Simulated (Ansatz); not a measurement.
Input file for Ansatz (a quantum-chemistry and plane-wave program): R-CCSD(T)/def2-TZVPP on H3NPbS (SMILES [NH2][Pb][SH]), a point of a torsion scan. Elements past Kr take the def2 small-core potentials; no spin–orbit coupling. The run froze 15 orbitals, filled d shells among them.

Ansatz 0.2 input:
```yaml
crystal:
  periodic: [false, false, false]
  atoms:
    - {symbol: N, position_ang: [-1.23314082, 0.14874440, 0.07208760]}
    - {symbol: Pb, position_ang: [-0.03035207, -1.47621467, 0.73549268]}
    - {symbol: S, position_ang: [2.09279271, -0.68334616, -0.40569346]}
    - {symbol: H, position_ang: [-2.21210268, 0.26579244, 0.27909374]}
    - {symbol: H, position_ang: [-0.95900725, 0.93282457, -0.49704426]}
    - {symbol: H, position_ang: [1.53393118, -0.05421669, -1.42207711]}
basis:
  gaussian:
    orbitals: def2-TZVPP
magnetization: {spin_polarized: false}
correlation: {method: ccsd_t, electrons: outside_noble_gas}
scf: {lower_state_search: off}
```

The head of its log:

```
WARN ansatz: RAYON_NUM_THREADS=1 ignored (pool sized by the plan → 1); use --threads N
Functional definition: HF
these checks for a lower state are left out or cut short: stability, starts, cluster_reference, orbital_swaps, neighbouring_geometries, increment
integrals: 0.46 GiB planned
1151 factors; integrals over basis functions are off by at most 8.9e-4 eV
mean field: 0.48 GiB planned
mean field evaluation 1: about -17564.5793 eV, gradient 4.1e1 eV
mean field evaluation 2: about -17564.6084 eV, gradient 4.1e1 eV
mean field evaluation 4: about -17568.5693 eV, gradient 3.7e0 eV
mean field evaluation 8: about -17568.6377 eV, gradient 4.1e-1 eV
mean field -17568.63941179 eV, -645.6355899317 hartree, gradient 9.5e-6 eV, S^2 0.000000; 0 other end points of the search recorded, 0 dependent functions left out
15 core orbitals not correlated
reference -17568.63941179 eV, -645.6355899317 hartree; 9, 9 occupied and 141, 141 virtual orbitals, 1151 factors
```

Problem. Give the final energy of this run.

Solution. -646.1664 hartree (reference determinant -645.6356, T1 diagnostic 0.017).
